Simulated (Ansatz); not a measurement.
The molecule ClF-, multiplicity 2 (lowest of 2S+1 = 2, 4 at CCSD(T)/def2-TZVPP on PBE0 minima; our sources give no spin for the ground state, which may be another). The T1 diagnostic near the minimum is 0.056, so single-reference values are doubtful.

Seven points along R, fitted to fifth degree in 1/R; most abundant isotopes. In def2 and cc sets the state is the lowest found near the PBE0 minimum, followed along R.

The values were computed with Ansatz (Gaussian basis) for Hartree–Fock, density functionals and correlated methods. Each number belongs to the level named beside it.

Energies at r2SCAN/def2-TZVPP:

| R (Å) | E (hartree) |
|---|---|
| 2.082628 | -560.02848476 |
| 2.138613 | -560.03042773 |
| 2.190118 | -560.03151274 |
| 2.248342 | -560.03209765 |
| 2.306566 | -560.03215685 |
| 2.373748 | -560.03174014 |
| 2.452126 | -560.03079663 |

With a reduced mass of 12.3103 u, find the minimum, the force constant and the constants.

A fifth-degree polynomial in 1/R puts the minimum at r_e = 2.2844 Å with force constant 56.5 N/m. Then ω_e = (1/2πc)√(k/μ) = 279 cm⁻¹ and B_e = h/(8π²cμr_e²) = 0.2624 cm⁻¹; the cubic and quartic terms give α_e = 0.0041 and ω_e x_e = 3.9 cm⁻¹.

Ansatz is a quantum-chemistry and plane-wave program.
